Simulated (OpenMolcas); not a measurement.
## Computed transition rates of Ne V

| Quantity | Value |
| --- | --- |
| Program | OpenMolcas 26.06 |
| Method | SS-RASPT2, IPEA 0.25 Eh, imaginary shift 0.1 Eh (closed shells correlated: 1s 2s) |
| Basis | ANO-RCC-VQZP [5s4p3d2f1g] |
| Scalar Hamiltonian | DKH2, point nucleus |
| Active space | 2 electrons in 9 orbitals (RAS2 2p; RAS3 3s 3d, at most 1 electron) |
| State averaging | 2S+1 = 3 even, 3 roots; 2S+1 = 1 even, 6 roots |
| Spin-orbit coupling | state interaction with AMFI integrals over the reference wave functions, term energies averaged over their components |

Rates come from the transition moments of the reference wave functions (E1 and E2 in the length form). At fixed line strength A goes as λ^-3 for E1 and M1 and as λ^-5 for E2, so a rate at the computed wavelength can be rescaled to the measured one. Measured vacuum wavelengths follow from level energies in NIST levels in Podobedova, Fuhr, Reader and Wiese, J. Phys. Chem. Ref. Data 33, 525 (2004). Branching counts decays inside the model space alone, at computed energies, and the table is only a selection of the E2 and M1 lines, drawn from those between levels with measured partners whose computed energy lies within a factor of 1.5 of the measured one.

```csv
Upper,Lower,Type,λ computed (nm),λ measured (nm),A computed (s-1),A rescaled (s-1),Branching %
2s2 2p2 3P1,2s2 2p2 3P0,M1,24770,24250,1.19e-03,1.27e-03,100.0
2s2 2p2 3P2,2s2 2p2 3P1,M1,13090,14330,6.04e-03,4.60e-03,100.0
2s2 2p2 1D2,2s2 2p2 3P2,M1,338.3,342.7,3.54e-01,,73.5
2s2 2p2 1D2,2s2 2p2 3P1,M1,329.8,334.7,1.27e-01,,26.4
2s2 2p2 1S0,2s2 2p2 1D2,E2,248.3,297.4,7.28e+00,2.95e+00,61.9
2s2 2p2 1S0,2s2 2p2 3P1,M1,141.6,157.5,4.46e+00,,38.0
```

Spin-changing lines and M1 lines between different terms are not rescaled, since their strength hangs on the term gaps too.

The largest correction is for 2s2 2p2 1S0 → 2s2 2p2 1D2 (E2): 7.28e+00 × (248.3 / 297.4)^5 = 2.95e+00 s-1, a factor of 0.41.

The computed rate and branching of 2s2 2p2 3P1 → 2s2 2p2 3P0 give the upper level a radiative lifetime of 1.000 / 1.19e-03 s-1 = 8.40e+02 s, counting decays inside the model space alone. The rescaled rate gives about 7.9e+02 s.

No measured rate stands beside these. Rescaling mends the energy factor alone: line strengths can still be far off where a level mixes with configurations outside the active space, and weak or spin-changing lines hang on small mixing coefficients that depend on the term gaps too, so rescaling need not improve them.

CASPT2 breaks the degeneracy within a term, and the mean is taken; among the terms shown or strongly mixed into the levels shown the widest spread is 70 cm-1 (2s2 2p2 1D). With the s shell closed, the reference lacks s² → p² mixing. Measured partners are found by configuration, term and J. A level has none where our copy of the source lacks it or the pairing is in doubt (some pairs that miss far off the trend of their configuration count as doubtful). Only configurations of the active space appear.
